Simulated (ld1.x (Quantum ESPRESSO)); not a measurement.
Transferability test, TM potential for tellurium

- Element: Te (Z = 52)
- Generator: ld1.x (Quantum ESPRESSO) 7.5
- Type: norm-conserving Troullier–Martins (Kleinman–Bylander form)
- Functional: PBEsol
- Relativity: scalar-relativistic
- Frozen core: [Kr]
- Valence charge: 16
- Reference configuration: 4d10 5s2 5p4
- Partial waves: 5s (bound): rc 1.50 bohr; 5p (bound): rc 3.02 bohr; 4d (bound): rc 1.05 bohr
- Local potential: all-electron potential smoothed inside 1.85 bohr (lloc = -1)
- Core correction: a·sin(br)/r model core, default radius (core density twice the valence density)

Energies are relative to the spin-unpolarised reference configuration 4d10 5s2 5p4; without spin polarisation the order of configurations can differ from experiment.

```csv
valence configuration,charge,ΔE all-electron (eV),error AE − PS (meV)
4d10 5s2 5p3,+1,9.753,+3.1
4d10 5s2 5p2,+2,27.722,+16
4d10 5s2 5p3.5,+0.5,3.907,+0.3
4d10 5s1 5p4,+1,19.626,+33
4d10 5s1 5p5,0,9.285,+11
4d10 5s2 5p4.3,-0.3,-1.472,+0.7
```

(1) What are ΔE and the potential's error for 4d10 5s2 5p1?

Levels in the configuration 4d10 5s2 5p3:

```csv
level,all-electron (eV),pseudo (eV)
4d,-50.625,-50.484
5s,-23.507,-23.477
5p,-13.717,-13.705
```

Note: ghost state, extra bound levels that the all-electron valence spectrum of the same l lacks: s at -4.4 eV. A true bound ghost makes a file unfit for plane-wave use.

Answers

(1) ΔE = 54.678 eV all-electron; the error (AE − PS) is +29 meV.
